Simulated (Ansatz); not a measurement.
C3H5F2Ga (`C=C[CH2][Ga]([F])[F]`). Total charge 0; spin multiplicity 1.

Cartesian coordinates in Å:
```
C 1.380 -0.597 0.819
C 1.135 -0.139 -0.400
C -0.175 0.346 -0.930
Ga -1.693 0.308 0.291
F -1.730 -0.229 1.954
F -3.281 0.851 -0.201
H 2.374 -0.924 1.099
H 0.609 -0.665 1.582
H 1.957 -0.099 -1.114
H -0.478 -0.230 -1.813
H -0.096 1.379 -1.288
```

Task: List the harmonic frequencies (cm⁻¹, unscaled) at PBE0-D4/def2-TZVP in Ansatz. (Estimate.)

Result: Ansatz gave: 22, 99, 107, 172, 187, 208, 460, 518, 617, 691, 692, 775, 945, 980, 1028, 1051, 1156, 1246, 1336, 1428, 1459, 1725, 3042, 3073, 3135, 3150, 3241.

Task: Is this a minimum?

Result: Yes, all 27 modes are real.

Task: Give the ideal-gas thermochemistry at 298.15 K and 1 bar (rigid rotor, harmonic oscillator; point group Cs, symmetry number 1).

Result: Zero-point energy 194.6 kJ/mol; H(298) − E = 218.3 kJ/mol; entropy 384.8 J/(mol·K), of which translation 171.2, rotation 116.7, vibration 96.8; G(298) − E = 103.6 kJ/mol. Modes under 100 cm⁻¹ are hindered rotations or soft bends, so the harmonic entropy is rough.

Task: And at 400, 500, 600, 800 and 1000 K?

Result: 
| T (K) | H − E (kJ/mol) | S (J/mol/K) | G − E (kJ/mol) |
| --- | --- | --- | --- |
| 400 | 231.2 | 421.7 | 62.5 |
| 500 | 245.7 | 454.2 | 18.6 |
| 600 | 261.9 | 483.5 | -28.3 |
| 800 | 297.6 | 534.8 | -130.2 |
| 1000 | 336.8 | 578.5 | -241.7 |
